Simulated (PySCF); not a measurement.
Molecule: `InChI=1S/C3H7FOSi/c4-2-1-3-5-6/h1,3H,2H2,6H3/b3-1-`.

Bonds (- single, = double, # triple, : aromatic): F1-C2, C2-C3, C3=C4, C4-O5, O5-Si6. C2 carries H7, H8; C3 carries H9; C4 carries H10; Si6 carries H11, H12, H13. Stereochemistry as in FC/C=C\O[SiH3].

Frames of a GFN2-xTB Langevin trajectory at 600 K; GIAO PBE0/pcSseg-1 shieldings in PySCF, gas phase, non-relativistic; equivalent atoms averaged within each frame.

Chemical shifts δ = σref − σ; ¹⁹F (σ = 170.95 ppm) against CFCl3; ¹³C (σ = 186.93 ppm) and ²⁹Si (σ = 349.16 ppm) and ¹H (σ = 31.72 ppm) vs TMS; ¹⁷O (σ = 336.08 ppm) against H2O, all at this level. The references are static minima.

How do the shifts (ppm) fluctuate along the trajectory?

Results:


```tsv
time (fs)	F1	C4	C3	C2	O5	Si6	H11/H12/H13	H9	H7/H8	H10
250	-263.5	149.7	111.8	78.1	109.1	-38.8	6.05	5.99	5.41	5.16
425	-264.1	148.6	116.5	81.3	76.0	-45.6	4.73	4.36	5.62	7.27
625	-255.4	142.6	122.2	80.0	98.5	-23.1	5.04	5.44	6.13	6.78
800	-222.8	164.2	121.5	76.6	107.1	-26.0	4.60	6.08	5.65	6.25
1000	-240.1	163.0	120.1	77.3	112.3	-33.0	5.61	5.33	5.56	7.01
mean of frames	-249.2	153.6	118.4	78.7	100.6	-33.3	5.21	5.44	5.67	6.50
standard deviation	17.7	9.5	4.3	2.0	14.7	9.2	0.61	0.69	0.27	0.83
```

5 frames give an uncertainty of the mean of about the standard deviation over 2.2 at best, since frames this close in time may not be independent; classical motion lacks zero-point vibration, and the reference would need the same averaging.
